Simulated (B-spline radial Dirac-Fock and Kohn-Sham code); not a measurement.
# Sn²⁺ 3p1/2: cross section and angular parameters

System: the Sn²⁺ ion, configuration 1s2 2s2 2p6 3s2 3p6 3d10 4s2 4p6 4d10 5s2; threshold 771.8 eV (orbital energy of the model). Method: Dirac-Hartree-Slater photoionisation with a Latter tail; cross sections with all multipoles, angular parameters from the dipole term and its interference with E2. Computed with a B-spline atomic structure program.

Input file task.json (cfg lists n, l and occupation; rrms is the nuclear radius in fm):

```json
{"items": [{
  "Z": 50,
  "q": 2,
  "cfg": [[1, 0, 2], [2, 0, 2], [2, 1, 6], [3, 0, 2], [3, 1, 6], [3, 2, 10], [4, 0, 2], [4, 1, 6], [4, 2, 10], [5, 0, 2]],
  "A": 120,
  "rrms": 4.6519,
  "do": "xps",
  "hv": [50.9, 72.8, 85.4, 100, 121.0, 133.0, 150, 200, 211.0, 269.0, 324.0, 375.0, 400, 442.0, 779.0, 1000, 1020.0, 1253.6, 1280.0, 2000, 3600.0, 3810.0, 3870.0, 4090.0, 4120.0, 4620.0, 6000, 7320.0, 12100.0, 12400.0]
}]}
```

Command: `python xray2_run.py task.json out`

For linearly polarised light dσ/dΩ = σ/(4π) [1 + β P₂(cos θ) + (δ + γ cos²θ) sin θ cos φ], with θ from the polarisation vector and φ the angle between the beam and the projection of the electron momentum on the plane normal to the polarisation.

```csv
hν (eV),σ (kb),β,γ,δ
1000,106,1.202,0.327,0.057
1020,104,1.235,0.316,0.051
1253.6,80.4,1.453,0.148,0.015
1280,78.2,1.467,0.131,0.013
2000,37.7,1.602,-0.019,0.001
3600,11.4,1.571,0.277,0.009
3810,10.0,1.562,0.325,0.010
3870,9.67,1.559,0.338,0.011
4090,8.52,1.549,0.386,0.013
4120,8.38,1.547,0.393,0.013
4620,?,?,?,?
6000,3.40,1.460,0.766,0.029
7320,2.04,1.403,0.986,0.043
12100,0.520,1.232,1.561,0.097
12400,0.485,1.223,1.590,0.101
```

**Question.** Give the values at 4620 eV.

**Answer.** σ = 6.41 kb, β = 1.523, γ = 0.499, δ = 0.017.
